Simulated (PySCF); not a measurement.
dichloro(silylmethyl)silane (CH₆Cl₂Si₂), SMILES Cl[SiH](Cl)C[SiH3].

Geometry: PBE0-D3(BJ)/def2-SVP. A frequency run showed that this geometry is not a minimum. Other conformers were not sampled.

Two levels are set side by side: TDDFT-PBE/def2-SVPD (PySCF) and TDDFT-LC-ωPBE/def2-SVPD (PySCF). Vertical, same geometry. The lowest singlet is HOMO→LUMO 99 % with PBE and HOMO→LUMO+1 38 %, HOMO→LUMO 21 %, HOMO→LUMO+4 11 %, HOMO→LUMO+5 7 % with the other functional; states are paired by order. Differences are taken from unrounded values.

```csv
quantity,TDDFT-PBE
lowest singlet excitation (eV),6.80
lowest triplet excitation (TDA) (eV),6.55
```

Question: These are the TDDFT-PBE values. What does TDDFT-LC-ωPBE give? (The exact figures need the calculation; the answer reports its results.)

Answer: 
```json
[
 {"quantity": "lowest singlet excitation (eV)", "TDDFT-LC-ωPBE": "8.18", "TDDFT-PBE minus TDDFT-LC-ωPBE": "-1.38"},
 {"quantity": "lowest triplet excitation (TDA) (eV)", "TDDFT-LC-ωPBE": "7.71", "TDDFT-PBE minus TDDFT-LC-ωPBE": "-1.17"}
]
```

Functionals without exact exchange tend to place singlet excitations lower, as here. Differences between two approximate levels are no errors against the true value.

Rough cost on one machine, each run with all the roots and properties that it gave: TDDFT-LC-ωPBE against TDDFT-PBE about 8 times.
